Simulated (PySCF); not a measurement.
Record of a relaxation.

Compound: trans-Zr(PH3)2Cl4 (singlet state).
Bonds: Zr1–P2, Zr1–P6, Zr1–Cl10, Zr1–Cl11, Zr1–Cl12, Zr1–Cl13. Hydrogens: H3, H4, H5 on P2; H7, H8, H9 on P6.

Computed by this run: PBE0-D3(BJ)/def2-SVP geometry optimisation, gas phase, def2 core potentials past Kr in PySCF; density fitting, grid level 1; the optimiser is geomeTRIC in internal coordinates, started from a GFN2-xTB structure with every atom displaced at random (about 0.03 Å). 11 of its 12 geometries are shown. The frame can shift and turn from step to step; on so coarse a grid that alone can change the energy by a few meV, and forces under 0.02 eV/Å are noise.

Step 0: E = -70009.2877 eV, largest atomic force 3.460 eV/Å
```
atom  x, y, z in Å  |  force x, y, z in eV/Å
Zr1     0.096   -0.089    0.012   -1.773   2.955  -0.310
P2     -0.121   -0.031    2.708    0.548  -1.235   0.150
H3      0.537    0.941    3.401    0.715   1.288   0.382
H4      0.699   -1.070    3.265   -0.350   0.064  -0.197
H5     -1.164   -0.109    3.600   -1.117  -0.216   0.431
P6      0.003   -0.057   -2.728    1.099   0.370   0.754
H7      0.946    0.674   -3.460    0.530   0.204   0.031
H8     -1.046    0.641   -3.207   -1.576   0.933  -0.359
H9     -0.096   -1.074   -3.613   -0.098  -1.632  -0.975
Cl10    2.189    0.106    0.934    1.929  -0.025   0.426
Cl11   -2.297    0.119    0.242   -0.007   0.008  -0.015
Cl12    0.241    2.174   -0.821    0.010   0.464   0.039
Cl13    0.044   -2.279   -0.310    0.089  -3.179  -0.357
```

Step 1: E = -70009.7393 eV, largest atomic force 2.017 eV/Å
```
atom  x, y, z in Å  |  force x, y, z in eV/Å
Zr1     0.111   -0.088    0.014   -0.906   1.794  -0.166
P2     -0.165   -0.028    2.729    0.875  -0.625   0.490
H3      0.498    0.976    3.428    0.307   0.687   0.121
H4      0.635   -1.063    3.304   -0.218  -0.021  -0.062
H5     -1.262   -0.110    3.591   -0.563  -0.122  -0.026
P6      0.009   -0.063   -2.742    0.439   0.320  -0.023
H7      0.968    0.674   -3.466    0.314   0.089   0.098
H8     -1.075    0.654   -3.217   -0.759   0.404  -0.098
H9     -0.091   -1.122   -3.634   -0.035  -0.775  -0.301
Cl10    2.338    0.115    0.710    0.742  -0.232   0.383
Cl11   -2.265    0.128    0.384   -0.089  -0.009  -0.230
Cl12    0.259    2.219   -0.725   -0.160   0.089  -0.044
Cl13    0.071   -2.344   -0.352    0.052  -1.599  -0.141
```

Step 2: E = -70009.9137 eV, largest atomic force 0.878 eV/Å
```
atom  x, y, z in Å  |  force x, y, z in eV/Å
Zr1     0.079   -0.064    0.004   -0.737   0.447  -0.163
P2     -0.078   -0.031    2.768    0.121   0.011   0.755
H3      0.627    1.018    3.435   -0.268  -0.009  -0.263
H4      0.719   -1.068    3.321   -0.196  -0.089  -0.085
H5     -1.209   -0.124    3.629   -0.026   0.016  -0.106
P6      0.003   -0.043   -2.782   -0.283   0.072  -0.651
H7      0.992    0.706   -3.476    0.051  -0.109   0.108
H8     -1.124    0.698   -3.252    0.157  -0.182   0.181
H9     -0.101   -1.162   -3.669    0.070   0.131   0.233
Cl10    2.244    0.059    1.026    0.475  -0.020  -0.335
Cl11   -2.326    0.146    0.124    0.354  -0.126   0.119
Cl12    0.167    2.239   -0.781    0.167  -0.187   0.176
Cl13    0.037   -2.425   -0.325    0.116   0.044   0.031
```

Step 3: E = -70010.0318 eV, largest atomic force 0.360 eV/Å
```
atom  x, y, z in Å  |  force x, y, z in eV/Å
Zr1     0.096   -0.046    0.002   -0.189   0.126  -0.056
P2     -0.101   -0.027    2.810    0.323  -0.026   0.159
H3      0.563    1.045    3.467   -0.130  -0.006  -0.079
H4      0.656   -1.077    3.389   -0.064  -0.036   0.000
H5     -1.276   -0.117    3.602    0.019   0.040  -0.117
P6     -0.005   -0.034   -2.804   -0.135  -0.004  -0.195
H7      0.996    0.700   -3.491    0.018  -0.069   0.054
H8     -1.138    0.694   -3.258    0.082  -0.086   0.056
H9     -0.105   -1.170   -3.657    0.042   0.056   0.088
Cl10    2.366    0.045    0.793   -0.116  -0.087  -0.011
Cl11   -2.282    0.107    0.256    0.042   0.024   0.000
Cl12    0.206    2.237   -0.772    0.021   0.054   0.098
Cl13    0.055   -2.410   -0.317    0.086   0.015   0.003
```

Step 4: E = -70010.0443 eV, largest atomic force 0.227 eV/Å
```
atom  x, y, z in Å  |  force x, y, z in eV/Å
Zr1     0.080   -0.045   -0.004   -0.032   0.221   0.037
P2     -0.083   -0.014    2.809    0.192  -0.090  -0.074
H3      0.560    1.079    3.441   -0.042   0.021  -0.006
H4      0.653   -1.066    3.408   -0.028  -0.004   0.039
H5     -1.275   -0.084    3.571   -0.032   0.025  -0.029
P6     -0.019   -0.057   -2.814   -0.035   0.160   0.067
H7      0.997    0.657   -3.494    0.014  -0.007  -0.032
H8     -1.149    0.658   -3.277   -0.011   0.017  -0.061
H9     -0.111   -1.208   -3.637    0.029  -0.006   0.080
Cl10    2.355    0.002    0.762   -0.015  -0.087   0.032
Cl11   -2.286    0.129    0.265   -0.082  -0.072  -0.002
Cl12    0.211    2.291   -0.581    0.031  -0.075  -0.108
Cl13    0.097   -2.394   -0.428    0.011  -0.102   0.057
```

Step 6: E = -70010.0627 eV, largest atomic force 0.076 eV/Å
```
atom  x, y, z in Å  |  force x, y, z in eV/Å
Zr1     0.071   -0.007    0.002   -0.023  -0.065  -0.022
P2     -0.064   -0.041    2.797    0.013  -0.049  -0.037
H3      0.551    1.060    3.441    0.005   0.012   0.027
H4      0.650   -1.099    3.409    0.002   0.014   0.018
H5     -1.280   -0.103    3.522    0.000   0.006  -0.002
P6     -0.022   -0.030   -2.794   -0.029  -0.031   0.027
H7      1.011    0.654   -3.480    0.015  -0.023   0.006
H8     -1.140    0.674   -3.305    0.009  -0.011  -0.015
H9     -0.098   -1.213   -3.570    0.006  -0.025  -0.034
Cl10    2.352   -0.008    0.761   -0.023   0.069   0.000
Cl11   -2.300    0.158    0.279    0.016  -0.017   0.009
Cl12    0.207    2.284   -0.726    0.036   0.055   0.039
Cl13    0.092   -2.381   -0.314   -0.026   0.064  -0.017
```

Step 7: E = -70010.0672 eV, largest atomic force 0.035 eV/Å
```
atom  x, y, z in Å  |  force x, y, z in eV/Å
Zr1     0.065    0.001    0.001   -0.009  -0.006  -0.004
P2     -0.062   -0.040    2.796   -0.004  -0.028  -0.021
H3      0.552    1.060    3.444    0.001   0.005   0.011
H4      0.651   -1.097    3.411    0.000   0.009   0.009
H5     -1.279   -0.102    3.519   -0.002  -0.001   0.006
P6     -0.024   -0.039   -2.796   -0.021  -0.007   0.019
H7      1.014    0.637   -3.482    0.014  -0.017   0.002
H8     -1.138    0.661   -3.320    0.006  -0.004  -0.017
H9     -0.096   -1.228   -3.563    0.005  -0.012  -0.009
Cl10    2.344    0.014    0.765    0.003   0.024  -0.001
Cl11   -2.307    0.152    0.274    0.023   0.007   0.008
Cl12    0.223    2.299   -0.704   -0.010   0.006   0.006
Cl13    0.088   -2.370   -0.321   -0.006   0.025  -0.008
```

Step 8: E = -70010.0689 eV, largest atomic force 0.037 eV/Å
```
atom  x, y, z in Å  |  force x, y, z in eV/Å
Zr1     0.059    0.018    0.001    0.008   0.036  -0.004
P2     -0.061   -0.043    2.795   -0.018  -0.007   0.004
H3      0.548    1.055    3.452    0.000   0.002  -0.001
H4      0.650   -1.101    3.411    0.001   0.004  -0.002
H5     -1.280   -0.107    3.514   -0.001  -0.008   0.006
P6     -0.023   -0.050   -2.796   -0.009  -0.009   0.002
H7      1.026    0.610   -3.481    0.012  -0.011   0.002
H8     -1.128    0.642   -3.346    0.004   0.002  -0.010
H9     -0.087   -1.253   -3.544    0.002  -0.002   0.003
Cl10    2.339    0.044    0.761    0.014   0.009   0.000
Cl11   -2.311    0.170    0.277    0.005   0.012   0.013
Cl12    0.216    2.314   -0.713   -0.019  -0.014  -0.006
Cl13    0.083   -2.353   -0.308    0.000  -0.013  -0.007
```

Step 9: E = -70010.0705 eV, largest atomic force 0.072 eV/Å
```
atom  x, y, z in Å  |  force x, y, z in eV/Å
Zr1     0.050    0.053    0.002    0.007   0.071  -0.008
P2     -0.064   -0.047    2.794   -0.022   0.019   0.033
H3      0.538    1.044    3.469   -0.003   0.001  -0.013
H4      0.647   -1.108    3.405    0.004  -0.002  -0.016
H5     -1.286   -0.120    3.509    0.001  -0.015   0.002
P6     -0.016   -0.075   -2.794    0.013  -0.019  -0.019
H7      1.053    0.558   -3.477    0.007  -0.003   0.004
H8     -1.103    0.604   -3.394    0.002   0.010   0.004
H9     -0.066   -1.299   -3.508   -0.003   0.009   0.012
Cl10    2.333    0.105    0.750    0.011  -0.003   0.003
Cl11   -2.317    0.216    0.289   -0.005   0.009   0.017
Cl12    0.189    2.337   -0.750   -0.015  -0.026  -0.011
Cl13    0.072   -2.320   -0.273    0.005  -0.050  -0.007
```

Step 10: E = -70010.0711 eV, largest atomic force 0.049 eV/Å
```
atom  x, y, z in Å  |  force x, y, z in eV/Å
Zr1     0.043    0.077    0.002   -0.007   0.048  -0.010
P2     -0.070   -0.047    2.794   -0.012   0.026   0.031
H3      0.527    1.040    3.480   -0.006   0.001  -0.012
H4      0.645   -1.111    3.396    0.007  -0.002  -0.016
H5     -1.292   -0.131    3.507    0.001  -0.015  -0.002
P6     -0.006   -0.093   -2.792    0.024  -0.021  -0.021
H7      1.076    0.522   -3.469    0.002   0.001   0.004
H8     -1.081    0.578   -3.424    0.002   0.012   0.009
H9     -0.048   -1.331   -3.483   -0.007   0.009   0.009
Cl10    2.328    0.148    0.742    0.003  -0.006   0.006
Cl11   -2.322    0.250    0.300   -0.008   0.002   0.015
Cl12    0.166    2.348   -0.785   -0.002  -0.012  -0.006
Cl13    0.064   -2.301   -0.244    0.004  -0.042  -0.006
```

Step 11: E = -70010.0714 eV, largest atomic force 0.026 eV/Å
```
atom  x, y, z in Å  |  force x, y, z in eV/Å
Zr1     0.039    0.083    0.002   -0.020   0.009  -0.006
P2     -0.077   -0.044    2.794    0.001   0.015   0.012
H3      0.519    1.043    3.482   -0.007   0.002  -0.004
H4      0.643   -1.108    3.388    0.008   0.001  -0.007
H5     -1.298   -0.136    3.508    0.000  -0.010  -0.003
P6      0.003   -0.101   -2.791    0.022  -0.011  -0.010
H7      1.090    0.510   -3.464    0.001   0.000   0.001
H8     -1.067    0.571   -3.430    0.004   0.010   0.006
H9     -0.038   -1.341   -3.478   -0.007   0.003   0.003
Cl10    2.325    0.159    0.742   -0.004  -0.005   0.005
Cl11   -2.325    0.260    0.306   -0.004  -0.001   0.006
Cl12    0.156    2.349   -0.799    0.004  -0.001  -0.003
Cl13    0.061   -2.298   -0.237    0.002  -0.012  -0.002
```

Task: Summarise the path.

Result: The energy falls by 75.62 kJ/mol from step 0 to step 11; nine tenths of that is first reached at step 3. It falls at every step. The largest force goes from 3.460 to 0.026 eV/Å. Among the bonds Zr1–Cl13 changes most, from 2.215 to 2.393 Å; the atoms move by 0.169 Å rms after alignment.

What follows is the cost of the whole optimisation. Time: 7.1 min; peak memory 0.80 GiB. Hardware: AMD EPYC 7R43, one thread, on a shared host.
